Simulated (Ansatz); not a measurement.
CH8ClNSi3, SMILES C1[Si@@]([SiH2][SiH2]1)(N)Cl.

Geometry optimised at PBE0-D3(BJ)/def2-SVP. The structure was generated by enumeration; whether it is a known compound was not checked. Other conformers were not sampled.

Two levels are set side by side: PBE/def2-SVPD (Ansatz, a first-principles code) and CAM-B3LYP/def2-SVPD (Ansatz). Energy differences of separate SCF runs at the same geometry; the states with an electron removed or added have multiplicity 2 and 2. Differences are taken from unrounded values.

| quantity | CAM-B3LYP |
|---|---|
| vertical ionisation energy (eV) | 9.10 |
| vertical singlet–triplet gap (eV) | 5.15 |

Q: What does PBE give, and how far is it from CAM-B3LYP? (An estimate is asked for; the answer gives what the named calculation found.)

A: 
| quantity | PBE | PBE minus CAM-B3LYP |
|---|---|---|
| vertical ionisation energy (eV) | 8.72 | -0.38 |
| vertical singlet–triplet gap (eV) | 4.61 | -0.54 |
